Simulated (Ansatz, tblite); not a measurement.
Cost and result up the ladder for In11As10H28⁻, a nanocrystal cut from wurtzite InAs (hydrogen-capped) (49 atoms). Charge -1, multiplicity 1. Geometry: PBE-D4/def2-SVP.

Cartesian coordinates in Å:
```
In -3.700 -2.563 -1.742
As -4.979 -0.167 -1.207
In 0.020 -4.071 -0.944
As 2.288 -3.335 -2.198
As -1.344 -1.827 -0.715
In -0.123 0.081 -2.128
In -3.822 1.980 -0.036
As -1.608 2.282 -1.488
In 4.063 -1.368 -1.409
As 2.270 0.601 -1.122
In 3.464 2.470 -2.606
In -0.395 4.381 -0.370
As 1.810 4.595 -1.911
As 1.002 -4.582 1.534
In -1.520 -1.345 1.892
As -2.777 1.009 2.199
In 2.370 -2.982 3.333
As 0.980 -0.780 2.665
In 2.256 1.241 1.440
In -1.478 2.877 3.684
As 0.489 3.244 1.854
H -3.659 -2.645 -3.487
H -4.504 -3.715 -0.701
H -5.637 0.383 -2.477
H -6.297 -0.399 -0.461
H -0.708 -5.512 -1.621
H 1.775 -2.966 -3.591
H 2.985 -4.628 -2.641
H -0.190 -0.170 -3.860
H -4.906 3.347 0.056
H -2.140 2.839 -2.814
H 5.039 -1.090 -2.840
H 4.661 -1.976 0.114
H 3.126 2.267 -4.309
H 5.016 2.925 -1.938
H -1.324 5.859 -0.278
H 1.336 5.346 -3.161
H 2.601 5.776 -1.338
H 1.657 -5.965 1.436
H -0.250 -5.076 2.262
H -2.261 -2.645 2.806
H -4.026 0.645 3.009
H 4.002 -2.969 2.729
H 1.858 -3.569 4.899
H 0.694 -0.170 4.043
H 3.810 1.608 2.155
H -2.468 4.319 3.738
H -0.802 2.079 5.087
H 1.347 4.364 2.455
```

Ansatz on 11 threads of AMD EPYC 7R13 on a shared host and a whole NVIDIA H100 80GB HBM3; xTB runs through tblite on one thread. Times are rough, summed over both states, and most runs start from the orbitals of an earlier one. PBE0-D4/def2-TZVP serves as the yardstick here, not as an exact answer. The other state is a doublet.

In the def2 sets In takes a core potential; there is no spin–orbit coupling. The xTB rows come from tblite. Single mean-field runs in def2-TZVP are fitted with def2-universal-jkfit. HOMO above LUMO, or a gap near zero within one spin, warns that the state may not be the lowest or that an electron is smeared out.

Raw xTB energies of ions are shifted by several eV.

```
                          level  functions  wall time  vertical IE (eV)  difference from PBE0-D4/def2-TZVP (eV)                                  remarks
                       GFN2-xTB        217     0.99 s              8.98                                    3.91                                        –
                       GFN1-xTB        245      1.2 s              8.14                                    3.07                                        –
               PBE-D4/def2-TZVP       1198       32 s              4.67                                   -0.40  gap within one spin near zero (doublet)
BLYP-D4/def2-TZVP (with forces)       1198       37 s              4.59                                   -0.48  gap within one spin near zero (doublet)
PBE0-D4/def2-TZVP (with forces)       1198       68 s              5.07                                    0.00                                        –
```
